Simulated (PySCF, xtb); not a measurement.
CH₃N₂S, SMILES [NH]C(N)=S (connectivity only; charge and spin as stated), charge -1, multiplicity 1.

GFN2-xTB run with xtb at its own geometry gives an orbital gap of 3.34 eV.

Geometry: r2SCAN-D4/def2-SVPD. The multiplicity is an assumed one; other spin states were not compared. The isomer is the one that the SMILES or the coordinates give; other isomers of the formula were not compared. One conformer was computed; it need not be the lowest.

### Question
What does PBE/def2-TZVPD in PySCF give? (The exact figures need the calculation; the answer reports its results.)

### Answer
gap 3.13 eV (levels 0.34 and 3.47 eV).
